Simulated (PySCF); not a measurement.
CH3Li. Atoms are numbered in the order given.

```xyz
5

Li     0.0000     0.0000    -1.5818
C      0.0000     0.0000     0.3870
H      0.8782     0.5071     0.8078
H      0.0000    -1.0141     0.8078
H     -0.8782     0.5071     0.8078
```
Charge 0, spin multiplicity 1.

Geometry: B3LYP-D3(BJ)/def2-TZVPD. The isomer is the one that the SMILES or the coordinates give; other isomers of the formula were not compared.

Level of theory: PySCF with HF/pcSseg-2.

GIAO shieldings, no solvent; atoms alike by connectivity are averaged. δ = σ(ref) − σ: ¹³C against TMS (σ = 193.3 ppm); ¹H against TMS (σ = 31.98 ppm), references at their B3LYP-D3(BJ)/def2-TZVP geometries, non-relativistic.

**Question.** Estimate the chemical shifts. (The exact figures need the calculation; the answer reports its results.)

**Answer.** 
| nucleus | atoms | count | δ (ppm) |
|---|---|---|---|
| ¹³C | C2 | 1 | -21.5 |
| ¹H | H3, H4, H5 | 3 | -1.48 |
